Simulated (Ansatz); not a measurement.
`C[CH2][Mg][F]` → `[F][MgH]` + ethylene at 298.15 K and 1 bar (β-hydride elimination).

Calculated with Ansatz (gas phase, PBE0-D4/def2-TZVP geometries, no zero-point term in ΔE). CCSD(T)/CBS is the MP2 limit (def2-TZVPP, def2-QZVPP) plus CCSD(T) − MP2 in def2-TZVPP, frozen cores. This one scheme is used for every species. For Mg outer-core shells are correlated without core-valence functions, which leaves a few kJ/mol of doubt a bond. One conformer a species, not always the lowest.

```
        species  CCSD(T)/CBS energy (Eh)  H − E (kJ/mol)  S (J/(mol·K))
`C[CH2][Mg][F]`               -378.86278           191.0          322.6
     `[F][MgH]`               -300.33731            29.2          227.9
          `C=C`                -78.48111           144.6          218.9
```

H − E and S are ideal-gas, rigid-rotor, harmonic terms from PBE0-D4/def2-TZVP, for one conformer and one mirror image of each species. 1 Eh = 2625.50 kJ/mol, R = 8.31446 J/(mol·K).

**Question.** By hand: ΔE, ΔH, ΔS and ΔG.

**Answer.** ΔE = (-300.33731) + (-78.48111) − (-378.86278) = 0.04436 Eh = 116.5 kJ/mol. Δ(H − E) = 29.2 + 144.6 − 191.0 = -17.2, so ΔH = 99.3 kJ/mol. ΔS = 227.9 + 218.9 − 322.6 = 124.2 J/(mol·K). ΔG = 99.3 − 298.15 × (124.2)/1000 = 62.3 kJ/mol.

**Question.** By hand: the equilibrium constant, and the temperature at which ΔG would vanish if ΔH and ΔS stayed fixed.

**Answer.** log₁₀ K = −ΔG/(RT ln 10) = -10.9. ΔG = 0 at ΔH/ΔS = 800 K.

The number of gas molecules changes by +1, which sets the sign of ΔS. A doubt of 5 kJ/mol in ΔE shifts log₁₀ K by 0.9 here. Other conformers and mirror images would add mixing entropy, several J/(mol·K) or more a flexible species. These are equilibria of isolated gas molecules and say nothing of rates. Largest T1 diagnostic: 0.011 (customary marks: 0.02 for closed shells, 0.045 for open ones).
